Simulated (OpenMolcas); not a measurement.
Levels of P by method

```json
{
 "Program": "OpenMolcas",
 "Basis": "ANO-R1 [4s3p1d]",
 "Scalar Hamiltonian": "X2C, finite nucleus",
 "Active space": "5 electrons in 4 orbitals (3s 3p)",
 "State averaging": "2S+1 = 4 odd, 1 root; 2S+1 = 2 odd, 8 roots; 2S+1 = 4 even, 3 roots",
 "Spin-orbit coupling": "RASSI with atomic mean-field integrals over the reference wave functions, term energies averaged over their components"
}
```

Methods on the same reference wave functions:
A. CASSCF
B. SS-CASPT2, IPEA 0.25 Eh, imaginary shift 0.1 Eh (closed shells correlated: 2s 2p)
C. XMS-CASPT2, IPEA 0.25 Eh, imaginary shift 0.1 Eh (closed shells correlated: 2s 2p)

Energies in cm⁻¹ above 3s² 3p³ ⁴S°_3/2, the measured ground level; measured values from NIST Handbook of Basic Atomic Spectroscopic Data.

```
          Level      A      B      C  Measured
3s² 3p³ ⁴S°_3/2    0.0    0.0    0.0       0.0
3s² 3p³ ²D°_3/2  15744  14100  14090     11361
3s² 3p³ ²D°_5/2  15753  14100  14100     11377
3s² 3p³ ²P°_1/2  21321  21310  21190     18723
3s² 3p³ ²P°_3/2  21324  21310  21190     18748
  3s 3p⁴ ⁴P_5/2  66811  63700  60800     59535
  3s 3p⁴ ⁴P_3/2  66996  63890  60980     59716
  3s 3p⁴ ⁴P_1/2  67107  64000  61090     59820
```

Deviations, from unrounded energies. A percentage is the sum of absolute deviations over the sum of measured energies, with the sign that they share, or ± where signs differ.

```
                        Against measurement  Levels      A      B      C
             mean absolute deviation (cm-1)       7   5100   3300   2000
other terms of the ground configuration (%)       4  +23.1  +17.6  +17.2
                   other configurations (%)       3  +12.2   +7.0   +2.1
```

C lies closest to measurement on these levels and A furthest from it. The largest miss of C in the table is 3s² 3p³ ²D°_3/2, by +2700 cm-1. The ranking rests on the paired levels alone, and a cruder setting can come out closer through cancelling errors.

Between B and C the level of the table that moves most is 3s 3p⁴ ⁴P_1/2, by 2900 cm-1 (lowest in C, highest in B). Moves below CASPT2's spread within the term are not significant.

From A to B the spin-free energies of the other terms of 3s² 3p³ shown, above ⁴S°, scale by factors of 0.90 to 1.00.

The lowest spin-free term lies below A's lowest term by 0.073 hartree in B, 0.073 hartree in C.

CASPT2 does not keep the components of a term degenerate, so their means are used; among the terms shown or strongly mixed into the levels shown the widest spread is 620 cm-1 (3s² 3p³ ²D°, C). Over all roots computed the reference weight is 0.91 to 0.96 in C; the roots of lowest weight are the least certain, and an intruder state may touch them. Terms of s pⁿ other than that of highest spin mix with s² pⁿ⁻² d, which this space lacks; all of them can be thousands of cm-1 off, and some have no real level of that name. Without dynamic correlation excited terms often stand tens of per cent too high (terms of higher spin than the ground term too low), and those without a measured partner can miss by more than the paired ones (holds for A). Some terms miss by over 15 % even with CASPT2, which points to a basis or an active space too small for the shells correlated (holds for B; C). Computed and measured levels are paired by configuration, term and J; levels that our copy of the source lacks, or whose pairing is in doubt (as where it misses far off the trend of its configuration), stay unpaired and out of the deviations. Only configurations of the active space appear.

° marks odd parity.
